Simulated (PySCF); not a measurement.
Isomers of C4H12Ge, from PBE0-D3(BJ)/def2-SVP geometry optimisation, gas phase (PySCF). One conformer each, no zero-point energy, no frequencies.

Question: Which isomer lies lowest at this level?
A. `[CH3][Ge]([CH3])([CH3])[CH3]`: A = 2882, B = 2879, C = 2874 MHz, dipole 0.01 D
B. `[CH3:1][CH2:2][C@H:3]([CH3:4])[GeH3:5]` with C1–C2–C3–C4 -176°: A = 3675, B = 2168, C = 1468 MHz, dipole 0.91 D
C. `[CH3:1][CH2:2][GeH:3]([CH3:4])[CH3:5]` with C1–C2–Ge3–C4 63°: A = 3803, B = 2394, C = 1990 MHz, dipole 0.54 D
D. Ge(tBu)H3, `[H][Ge]([H])([H])[C](C)(C)C`: A = 4311, B = 1964, C = 1964 MHz, dipole 0.81 D
E. `[CH3:1][CH2:2][CH2:3][CH2:4][GeH3:5]` with C1–C2–C3–C4 -178°, C2–C3–C4–Ge5 -63° (n-butylgermane): A = 7591, B = 1164, C = 1071 MHz, dipole 0.87 D

Answer: A. That is `[Ge]([CH3])([CH3])([CH3])[CH3]`, 8.0 kcal/mol below the next.

| SMILES | mapped SMILES | E (Eh) | relative (kcal/mol) | relative (kJ/mol) | dipole (D) |
| --- | --- | --- | --- | --- | --- |
| [CH3][Ge]([CH3])([CH3])[CH3] | [CH3:1][Ge:2]([CH3:3])([CH3:4])[CH3:5] | -2235.85138 | 0.0 | 0.0 | 0.01 |
| C[CH2][GeH]([CH3])[CH3] | [CH3:1][CH2:2][GeH:3]([CH3:4])[CH3:5] | -2235.83860 | 8.0 | 33.6 | 0.54 |
| [H][Ge]([H])([H])[C](C)(C)C | – | -2235.82143 | 18.8 | 78.6 | 0.81 |
| CCC[CH2][GeH3] | [CH3:1][CH2:2][CH2:3][CH2:4][GeH3:5] | -2235.82141 | 18.8 | 78.7 | 0.87 |
| CC[C@H](C)[GeH3] | [CH3:1][CH2:2][C@H:3]([CH3:4])[GeH3:5] | -2235.82021 | 19.6 | 81.8 | 0.91 |
